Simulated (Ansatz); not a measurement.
Basis sets compared for [Ni(H2O)4]2+ (NiO4H8²⁺). The state is a triplet with charge 2. Geometry PBE-D4/def2-SVP. Ansatz on 4 threads of Intel Xeon Platinum 8259CL on a shared host; times are rough, and most runs start from earlier orbitals.

Cartesian coordinates in Å:
```
Ni -0.0928 -0.2787 -0.0049
O -0.8138 0.4070 1.6823
H -0.3059 0.5100 2.5180
H -1.6362 0.9371 1.7799
O 1.4658 -1.3607 0.5563
H 2.3998 -1.0903 0.4161
H 1.4796 -2.1607 1.1269
O 1.0641 0.9761 -1.0512
H 1.1801 1.9320 -0.8576
H 1.3135 0.8459 -1.9930
O -1.6852 -0.2632 -1.1860
H -1.9013 0.3989 -1.8781
H -2.4677 -0.8534 -1.1087
```

```
           level  functions  energy (Eh)  HOMO (eV)  LUMO (eV)  wall time
 PBE-D4/def2-SVP        127   -1812.4739     -15.94     -14.91      2.5 s
PBE0-D4/def2-SVP        127   -1812.5041     -18.83     -12.63      5.5 s
```

(1) Estimate the rows for PBE-D4/def2-TZVP, PBE0-D4/def2-TZVP.

Results:

(1) 
```tsv
level	functions	energy (Eh)	HOMO (eV)	LUMO (eV)	wall time
PBE-D4/def2-TZVP	217	-1813.0536	-16.28	-15.26	4.3 s
PBE0-D4/def2-TZVP	217	-1813.0717	-18.99	-12.84	17 s
```
